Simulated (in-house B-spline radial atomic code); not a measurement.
Orbital energies and mean radii along the 2-electron series, configuration 1s2. The effective charge is n√(-2ε), a non-relativistic measure. Computed with an all-electron radial atomic-structure program (B-spline basis): Dirac-Hartree-Fock, average of the configuration, finite nuclei.

```csv
ion,Z,energy of 1s1/2 (Eh),mean radius of 1s1/2 (bohr),effective charge of 1s1/2
He,2,-0.91799,0.92722,1.355
Li+,3,-2.7926,0.57229,2.3633
Be2+,4,-5.6681,0.41404,3.3669
B3+,5,-9.5448,0.32436,4.3692
C4+,6,-14.423,0.2666,5.3709
N5+,7,?,?,?
O6+,8,-27.188,0.19655,7.374
F7+,9,?,?,?
Ne8+,10,-43.972,0.1556,9.3778
Mg10+,12,-64.785,0.12873,11.383
Al11+,13,-76.707,0.11848,12.386
Si12+,14,-89.641,0.10973,13.39
P13+,15,-103.59,0.10217,14.394
S14+,16,-118.56,0.09558,15.399
Cl15+,17,-134.54,0.089778,16.404
Ar16+,18,-151.55,0.084632,17.41
K17+,19,-169.58,0.080035,18.417
Ca18+,20,-188.65,0.075904,19.424
Sc19+,21,?,?,?
Ti20+,22,-229.87,0.06878,21.441
```

(1) Fill in the row of N5+.

(2) Fill in the row of F7+.

(3) Fill in the row of Sc19+.

(4) How does the screening of 1s1/2 change?

Answers

(1) energy of 1s1/2 (Eh): -20.304; mean radius of 1s1/2 (bohr): 0.22629; effective charge of 1s1/2: 6.3724.

(2) energy of 1s1/2 (Eh): -35.077; mean radius of 1s1/2 (bohr): 0.1737; effective charge of 1s1/2: 8.3758.

(3) energy of 1s1/2 (Eh): -208.74; mean radius of 1s1/2 (bohr): 0.07217; effective charge of 1s1/2: 20.432.

(4) Z less the effective charge goes from 0.65 at Z = 2 to 0.56 at Z = 22.
